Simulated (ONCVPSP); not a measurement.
**Before and after: ONCV potential for Ge**

```json
{
  "Element": "germanium (Ge)",
  "Generator": "ONCVPSP 4.0.1",
  "Type": "optimised norm-conserving Vanderbilt (ONCV)",
  "Functional": "PBE",
  "Relativity": "scalar-relativistic",
  "Frozen core": "[Ar] 3d10",
  "Valence charge": "4",
  "Reference configuration": "4s2 4p2",
  "Partial waves": "4s: rc 1.70 bohr, ncon 4, nbas 9, qcut 4 1/bohr, 2 projectors, debl 0.9 Ha; 4p: rc 2.20 bohr, ncon 4, nbas 7, qcut 3.1 1/bohr, 2 projectors, debl 1 Ha",
  "Local potential": "polynomial inside 1.35 bohr (lpopt 5, dvloc0 1 Ha)",
  "Core correction": "polynomial model core, fcfact 0.7"
}
```

All-electron outer shells of the reference configuration (PBE, scalar-relativistic, ld1.x):

```
shell  level (eV)  outermost node (bohr)  outermost maximum (bohr)
   3p     -115.62                   0.23                      0.54
   3d      -29.31                      –                      0.50
   4s      -11.73                   0.77                      1.75
   4p       -3.90                   0.82                      2.22
```

Change: s: qcut 3.9.

Cutoffs: the cutoffs (Ha) at which the residual kinetic energy of the hardest occupied pseudo-wave falls to 1 and 0.1 mHa per electron; they do not see the model core or the augmentation charge, which bear on the density cutoff. Errors are all-electron minus pseudo energies relative to the spin-unpolarised reference configuration.

**Question.** Predict the effect on cutoff, ghosts and configuration errors.

**Answer.** The potential gets harder (8.4 Ha and 47 Ha → 8.8 Ha and 58 Ha); the errors of the 4 common tests hardly move; neither file shows a bound ghost.

| quantity | base | changed |
| --- | --- | --- |
| cutoff, loose | 8.4 Ha | 8.8 Ha |
| cutoff, tight | 47 Ha | 58 Ha |
| loose cutoff by channel | s 8.4 Ha, p 3.0 Ha | s 8.8 Ha, p 3.0 Ha |
| bound ghosts | none | none |
| GHOST(+) flags under 300 eV | s at 98.5 eV | s at 99.0 eV |
| error for 4s2 4p1, meV [ΔE 7.44 eV] | -6.8 | -6.8 |
| error for 4s2 4p0, meV [ΔE 22.88 eV] | -54 | -54 |
| error for 4s1 4p0, meV [ΔE 57.68 eV] | -283 | -283 |
| error for 4s2 4p1.5, meV [ΔE 2.80 eV] | -1.2 | -1.2 |
| s: phases at 1.72 bohr within 0.05 rad from the reference energy up to (Ha; the scan ends near 5) | 3.1 | 3.1 |
| p: phases at 2.23 bohr within 0.05 rad from the reference energy up to (Ha; the scan ends near 5) | 2.7 | 2.7 |
| rms error of d²Exc/dni dnj with the model core, mHa | 0.28 | 0.27 |
